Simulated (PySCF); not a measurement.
Compound: C5H8F2Se.
Cartesian coordinates in Å at the GFN2-xTB level; atoms count from 1:
```
atom  x, y, z in Å
C1     1.7059    0.7912   -0.3127
C2     0.8979    0.2225    0.7914
Se3    1.3352    0.4454    2.4908
C4    -0.3719   -0.5064    0.4429
C5    -0.3639   -1.2093   -0.9132
C6    -1.5268    0.5056    0.5035
F7    -1.4163    1.4330   -0.4775
F8    -2.7132   -0.1103    0.3065
H9     1.0887    1.4538   -0.9218
H10    2.0742    0.0000   -0.9665
H11    2.5539    1.3479    0.0780
H12   -0.5873   -1.2372    1.2309
H13   -0.2747   -0.4930   -1.7256
H14    0.4601   -1.9165   -0.9643
H15   -1.2957   -1.7554   -1.0407
H16   -1.5736    1.0373    1.4668
```

Vertical excitations from PySCF (density fitting, frozen core in the response, grid level 2 and gas phase unless stated; continuum runs use non-equilibrium linear response for the excitations) on a GFN2-xTB geometry. Reference run:

```tsv
settings	S1, eV (f)	S2, eV (f)	S3, eV (f)	S4, eV (f)	S5, eV (f)	S6, eV (f)	T1, eV (Tamm–Dancoff)	mean α (au)
PBE0/def2-SVPD, full TDDFT, 6 singlets	2.13 (0.000)	4.98 (0.237)	5.55 (0.002)	5.67 (0.057)	5.93 (0.021)	6.17 (0.020)	1.68	92.0
```

Q: What do these settings give: PBE/pcseg-1, IEF-PCM chloroform, full TDDFT, 1 singlet?

A: 
| settings | S1, eV (f) | S2, eV (f) | S3, eV (f) | S4, eV (f) | S5, eV (f) | S6, eV (f) | T1, eV (Tamm–Dancoff) | mean α (au) |
| --- | --- | --- | --- | --- | --- | --- | --- | --- |
| PBE/pcseg-1, IEF-PCM chloroform, full TDDFT, 1 singlet | 2.09 (0.000) | – | – | – | – | – | – | 100.0 |

S1 moves by -0.04 eV; functional, basis and environment change together, so the shift can't be laid on one. States are counted by energy in each run and needn't keep their character from row to row.

Q: Give the leading configurations of S1 (H = HOMO, L = LUMO) and the HOMO–LUMO gap of each run.

A: 
```json
{"settings": "PBE0/def2-SVPD, full TDDFT, 6 singlets", "S1 configurations (weight)": "H→L 1.00", "S1 (eV)": "2.13", "orbital gap (eV)": "3.75", "S1 − gap (eV)": "-1.62"}
{"settings": "PBE/pcseg-1, IEF-PCM chloroform, full TDDFT, 1 singlet", "S1 configurations (weight)": "H→L 1.00", "S1 (eV)": "2.09", "orbital gap (eV)": "1.90", "S1 − gap (eV)": "+0.19"}
```

Geometry: GFN2-xTB, one conformer. The PBE0/def2-SVPD calculation is non-relativistic and has no spin–orbit coupling, an omission that weighs most on selenium.
